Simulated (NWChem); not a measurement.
System: GaBr2 cation; SMILES [Br][Ga+][Br]

```xyz
3

Ga     0.0000     0.0000     0.0000
Br     0.0000     0.0000     2.1761
Br     0.0000     0.0000    -2.1761
```
Atoms are numbered in this order, from 1.

Level: PBE0/def2-SVP (NWChem), optimised geometry, unscaled harmonic frequencies. This build's default masses of Se (78.918 u) and Br (79.917 u) are each other's, which moves their modes by up to 0.6 %.

```tsv
frequency (cm⁻¹)	IR intensity (km/mol)
89	7.0
89	7.0
253	0.0
469	54.4
```

```
Quantity                                                                           Result
-----------------------------------------------------------------------  ----------------
zero-point energy                                                            1.3 kcal/mol
thermal correction to the enthalpy at 298.15 K (with zero-point energy)      4.8 kcal/mol
heat capacity Cv                                                         12.0 cal/(mol K)
entropy at 298.15 K and 1 atm (symmetry number 2)                        70.7 cal/(mol K)
```

Rigid rotor and harmonic oscillator; modes under 100 cm⁻¹ make the entropy uncertain.
